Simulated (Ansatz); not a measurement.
Molecule: sum formula H₅SiNO₃, charge 0, multiplicity 1. 
Geometry from a B3LYP-D3(BJ)/def2-TZVP (Ansatz, a program for electronic structure) optimisation:
```xyz
10

N     -0.1832    -0.0680    -1.6785
Si    -0.0106    -0.0090     0.0175
O     -1.1223    -0.9063     0.8086
O     -0.2249     1.5439     0.5139
O      1.4594    -0.6274     0.4180
H     -0.9703     0.3911    -2.1107
H      0.0460    -0.9191    -2.1686
H     -1.0865    -0.9209     1.7683
H      0.3112     2.2244     0.1009
H      2.2339    -0.2542    -0.0086
```
Charge 0, spin multiplicity 1.

Wanted: vertical triplet-singlet gap (E(triplet) - E(singlet); each state is the SCF solution reached for its spin), in kcal/mol. Cores are frozen in the correlated levels unless marked. Open shells are spin-unrestricted. No spin-orbit coupling. Non-relativistic. Basis-set limits of correlation are two-point, X^-3; Hartree-Fock from the larger set. [CCSD(T)-MP2]/basis is that difference in the basis named.

```json
[
 {"level": "HF/aug-cc-pV(T+d)Z", "program": "Ansatz", "vertical triplet-singlet gap (kcal/mol)": "125.7", "minus last row": "-24.5"},
 {"level": "wB97M-V/def2-TZVPD", "program": "Ansatz", "vertical triplet-singlet gap (kcal/mol)": "152.2", "minus last row": "2.0"},
 {"level": "MP2/aug-cc-pV(D+d)Z", "program": "Ansatz", "vertical triplet-singlet gap (kcal/mol)": "150.6", "minus last row": "0.4"},
 {"level": "RI-MP2/aug-cc-pV(T+d)Z", "program": "Ansatz", "vertical triplet-singlet gap (kcal/mol)": "153.3", "minus last row": "3.1"},
 {"level": "CCSD(T)/aug-cc-pV(D+d)Z", "program": "Ansatz", "vertical triplet-singlet gap (kcal/mol)": "145.6", "minus last row": "-4.6"},
 {"level": "CCSD(T)/aug-cc-pV(T+d)Z", "program": "Ansatz", "vertical triplet-singlet gap (kcal/mol)": "148.0", "minus last row": "-2.2"},
 {"level": "RI-MP2/CBS(aug-cc-pV(T+d)Z,aug-cc-pV(Q+d)Z)+[CCSD(T)-MP2]/aug-cc-pV(T+d)Z", "program": "Ansatz", "vertical triplet-singlet gap (kcal/mol)": "150.2", "minus last row": "0.0"}
]
```
